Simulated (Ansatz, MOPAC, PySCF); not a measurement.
C2H5BiO2, SMILES `C=[CH][Bi]([OH])[OH]`, neutral singlet in the gas phase. In the def2 sets core potentials replace the inner electrons of Bi.

Cartesian coordinates (Å):
```xyz
10

C     -1.5767    -0.2404    -0.0363
C     -0.8403     0.7617     0.4474
Bi     1.2502     0.3150     1.1777
O      2.1656     1.0160    -0.5739
O      1.1131    -1.6932     0.5645
H     -2.5982    -0.0903    -0.4083
H     -1.1706    -1.2600    -0.0697
H     -1.2370     1.7841     0.5003
H      1.4839     1.1423    -1.2468
H      1.4100    -1.7352    -0.3551
```
Charge 0, multiplicity 1.

All levels are single points at this geometry (PBE0-D3(BJ)/def2-SVP); Pople sets use spherical d functions. Orbital energies aren't observables, and empty levels follow the basis.

```tsv
level	HOMO (eV)	LUMO (eV)	gap (eV)	dipole (D)	vertical IE, Delta-SCF (eV)
B3LYP-D3(BJ)/def2-TZVP in Ansatz	-7.29	-1.48	5.80	2.21	9.40
CAM-B3LYP-D3(BJ)/def2-TZVP in Ansatz	-8.78	-0.29	8.48	2.30	–
PBE-D3(BJ)/def2-TZVP in Ansatz	-6.20	-2.05	4.15	2.04	9.08
B3LYP/6-31G* (LANL2DZ on Bi) in PySCF	-6.97	-1.12	5.86	2.12	9.20
HF/6-31G* (LANL2DZ on Bi) in PySCF	-9.95	2.14	12.09	2.64	8.89
AM1 in MOPAC	-9.78	-4.52	5.26	6.79	–
PM3 in MOPAC	-9.58	-0.51	9.07	3.12	–
PM6 in MOPAC	-9.76	-0.93	8.83	3.90	–
PM7 in MOPAC	-9.47	-1.20	8.27	4.29	–
```

Ansatz is a first-principles code.
